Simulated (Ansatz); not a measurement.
`[SH][Sn][Cl]` + HBr → `[Cl][Sn][Br]` + H₂S at 500 K and 1 bar (ligand exchange at the Sn–S bond).

Program: Ansatz. Geometries: PBE0-D4/def2-TZVP. ΔE: electronic, gas phase. CBS: MP2 limit from def2 TZ/QZ plus the TZ coupled-cluster correction, frozen cores. This one scheme is used for every species. Elements past krypton have def2 core potentials. For Br, Sn outer-core shells are correlated without core-valence functions, which leaves a few kJ/mol of doubt a bond. Scalar relativity is left out up to krypton. One conformer a species, not always the lowest.

| species | CCSD(T)/CBS energy (Eh) | H − E (kJ/mol) | S (J/(mol·K)) |
| --- | --- | --- | --- |
| `[SH][Sn][Cl]` | -1072.27294 | 55.6 | 354.6 |
| HBr | -2573.91920 | 30.5 | 213.7 |
| `[Cl][Sn][Br]` | -3247.23683 | 29.6 | 352.3 |
| H₂S | -398.97279 | 57.0 | 224.0 |

H − E and S are ideal-gas, rigid-rotor, harmonic terms from PBE0-D4/def2-TZVP, for one conformer and one mirror image of each species. 1 Eh = 2625.50 kJ/mol, R = 8.31446 J/(mol·K).

By hand: ΔE, ΔH, ΔS and ΔG.

ΔE = (-3247.23683) + (-398.97279) − (-1072.27294) − (-2573.91920) = -0.01748 Eh = -45.9 kJ/mol. Δ(H − E) = 29.6 + 57.0 − 55.6 − 30.5 = 0.5, so ΔH = -45.4 kJ/mol. ΔS = 352.3 + 224.0 − 354.6 − 213.7 = 8.0 J/(mol·K). ΔG = -45.4 − 500 × (8.0)/1000 = -49.4 kJ/mol.

By hand: the equilibrium constant, and the temperature at which ΔG would vanish if ΔH and ΔS stayed fixed.

log₁₀ K = −ΔG/(RT ln 10) = 5.2. ΔH and −TΔS have one sign here, so there is no such temperature.

The number of gas molecules stays the same, so ΔS is small and ΔH decides. A doubt of 5 kJ/mol in ΔE shifts log₁₀ K by 0.5 here. Other conformers and mirror images would add mixing entropy, several J/(mol·K) or more a flexible species. These are equilibria of isolated gas molecules and say nothing of rates. Largest T1 diagnostic: 0.015 (customary marks: 0.02 for closed shells, 0.045 for open ones).

ΔS is within the doubt of such terms, so its sign, and with it that verdict, could turn.
